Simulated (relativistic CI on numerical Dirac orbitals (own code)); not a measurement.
## Cr2+: 3d valence photoemission

Computed with this model: Dirac-Coulomb-Breit CI, KLI orbitals optimised for each configuration, a model potential for QED, valence Slater integrals scaled by 0.9, multiplet model of photoemission in the sudden approximation; configurations [Ar] 3d4 → [Ar] 3d3; 300 K; Lorentzian 0.3 eV and Gaussian 0.5 eV FWHM. Energies are those of the free ion, without screening or charge transfer. The energies are binding energies and can lie tens of eV above those of solids. S is read from ⟨S²⟩ = S(S + 1).

Field parameters in Wybourne normalisation: Oh B⁴₀ = 21Dq, B⁴₄ = √(5/14) B⁴₀. The field is a parameter set, without covalency.

Computed curve for Oh, 10Dq = 8950 cm⁻¹, scaled to 100 at the maximum (points under 2 are left out and the grid is thinned):

(Energy (eV), Intensity): (27.5, 2.1), (27.6, 2.4), (27.7, 2.7), (27.8, 3.1), (27.9, 3.7), (28.0, 4.4), (28.1, 5.4), (28.2, 7.0), (28.3, 9.6), (28.4, 13.7), (28.5, 20.3), (28.6, 30.0), (28.7, 42.3), (28.8, 54.8), (28.9, 63.8), (29.1, 61.1), (29.2, 51.4), (29.3, 41.2), (29.4, 34.2), (29.5, 32.4), (29.6, 36.9), (29.7, 47.9), (29.8, 64.1), (29.9, 81.9), (30.0, 95.6), (30.1, 100.0), (30.2, 93.9), (30.3, 81.1), (30.4, 67.9), (30.5, 59.2), (30.6, 56.2), (30.7, 56.6), (30.8, 56.2), (30.9, 52.3), (31.0, 44.4), (31.1, 34.7), (31.2, 25.5), (31.3, 18.4), (31.4, 13.8), (31.5, 11.3), (31.6, 10.4), (31.7, 11.0), (31.8, 13.2), (31.9, 17.5), (32.0, 24.3), (32.2, 42.0), (32.3, 48.2), (32.4, 49.1), (32.5, 44.3), (32.6, 35.6), (32.7, 26.1), (32.8, 17.9), (32.9, 12.0), (33.0, 8.2), (33.1, 5.9), (33.2, 4.5), (33.3, 3.5), (33.4, 2.9), (33.5, 2.4), (33.6, 2.1)

The ground state has S = 2.00, and the centroid lies at 30.38 eV.
